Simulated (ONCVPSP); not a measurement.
# Which change was made? (Bi, ONCV)

* Element: bismuth (Bi)
* Generator: ONCVPSP 4.0.1
* Type: optimised norm-conserving Vanderbilt (ONCV)
* Functional: PBE
* Relativity: fully relativistic
* Frozen core: [Kr] 4d10 4f14
* Valence charge: 23
* Reference configuration: 5s2 5p6 5d10 6s1.75 6p3.25
* Partial waves: 5s+6s: rc 1.40 bohr, ncon 4, nbas 7, qcut 6.5 1/bohr, 2 projectors; 5p+6p: rc 1.50 bohr, ncon 4, nbas 8, qcut 9.2 1/bohr, 2 projectors; 5d: rc 1.20 bohr, ncon 4, nbas 8, qcut 7.3 1/bohr, 2 projectors, debl 3.9 Ha
* Local potential: polynomial inside 0.90 bohr (lpopt 5, dvloc0 0 Ha)
* Core correction: polynomial model core, fcfact 0.15

Open shells are filled in proportion to 2j + 1.

Cutoffs, loose and tight: the cutoffs (Ha) at which the residual kinetic energy of the hardest occupied pseudo-wave falls to 1 and 0.1 mHa per electron. They do not see the model core or the augmentation charge, which bear on the density cutoff. Test errors are all-electron minus pseudo excitation energies from the reference, over the configurations 5s2 5p6 5d10 6s2 6p3; 5s2 5p6 5d10 6s2 6p2; 5s2 5p6 5d10 6s2 6p1; 5s2 5p6 5d10 6s1 6p0; variants that change the core or the reference have their own tests.

The base gives: outcome: generated; cutoff, loose: 36 Ha; cutoff, tight: 78 Ha; bound ghosts: none; GHOST(+) flags above zero: s, p3/2; largest test error (meV): -8.0.

Question: After one change the result is: outcome: generated; cutoff, loose: 26 Ha; cutoff, tight: 67 Ha; bound ghosts: none; GHOST(+) flags above zero: s; largest test error (meV): -11. Which change was it?
A. all radii but the core radius scaled by about 1.08 (s 1.50, p 1.62, d 1.30 bohr); local potential polynomial inside 0.98 bohr (lpopt 5, dvloc0 0 Ha)
B. all radii but the core radius scaled by about 0.77 (s 1.08, p 1.16, d 0.92 bohr); local potential polynomial inside 0.70 bohr (lpopt 5, dvloc0 0 Ha)
C. all radii but the core radius scaled by about 0.84 (s 1.18, p 1.26, d 1.00 bohr); local potential polynomial inside 0.76 bohr (lpopt 5, dvloc0 0 Ha)
D. all radii but the core radius scaled by about 0.96 (s 1.34, p 1.44, d 1.16 bohr); local potential polynomial inside 0.86 bohr (lpopt 5, dvloc0 0 Ha)

Answer: A. The others give: all radii but the core radius scaled by about 0.96 (s 1.34, p 1.44, d 1.16 bohr); local potential polynomial inside 0.86 bohr (lpopt 5, dvloc0 0 Ha) → outcome: generated; cutoff, loose: 54 Ha; cutoff, tight: 85 Ha; bound ghosts: s; GHOST(+) flags above zero: p3/2, p1/2; largest test error (meV): -5.3 | all radii but the core radius scaled by about 0.84 (s 1.18, p 1.26, d 1.00 bohr); local potential polynomial inside 0.76 bohr (lpopt 5, dvloc0 0 Ha) → outcome: generated; cutoff, loose: 85 Ha; cutoff, tight: 104 Ha; bound ghosts: s; GHOST(+) flags above zero: p3/2, p1/2; largest test error (meV): -1.3 | all radii but the core radius scaled by about 0.77 (s 1.08, p 1.16, d 0.92 bohr); local potential polynomial inside 0.70 bohr (lpopt 5, dvloc0 0 Ha) → outcome: generated; cutoff, loose: 177 Ha; cutoff, tight: 281 Ha; bound ghosts: s; GHOST(+) flags above zero: p3/2, d5/2, p1/2; largest test error (meV): -2.2.
